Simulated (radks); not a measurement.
Radial electron density D(r) = 4 pi r^2 rho(r) of an atom or ion with 11 electrons. All-electron calculation, scalar-relativistic Kohn-Sham, MS2 meta-GGA, spin-unpolarised, spherical densities, finite nucleus; meta-GGA in the generalised Kohn-Sham scheme; Fermi nuclear charge, rms radius of each element as measured or else 0.836 A^(1/3) + 0.57 fm. Program: a radial shooting solver on a logarithmic mesh with Libxc functionals.

```
   r/bohr * D(r) (the largest magnitude, 17.1, reaches the edge; | marks zero)
   0.0119 |        *
  0.01537 |             *
  0.01986 |                   *
  0.02545 |                          *
  0.03287 |                                   *
  0.04246 |                                             *
  0.05485 |                                                    *
  0.07085 |                                                      *
  0.09153 |                                                  *
   0.1173 |                                          *
   0.1515 |                                  *
   0.1957 |                                *
   0.2528 |                                     *
   0.3266 |                                             *
   0.4185 |                                            *
   0.5406 |                                 *
   0.6983 |                  *
    0.902 |        *
    1.165 |    *
    1.493 |    *
    1.929 |  *
    2.491 |*
    3.218 *
    4.157 *
    5.327 *
```

What is the nuclear charge?

Answer. Z = 15. The innermost maximum, from 1s, lies near gamma/Z bohr with gamma = sqrt(1 - (Z/c)^2) = 0.994, here 0.0663 bohr (found: 0.0692), and its height grows with Z. The density is that of the phosphorus ion P4+ in [He] 2s2 2p5 3s1 3d1; the configuration itself is not fixed sharply by these data, and Z only to about a unit. D(r) has 2 maxima, at r = 0.0692, 0.368 bohr, and minima at 0.184 bohr, inside which lie 2.21 electrons.
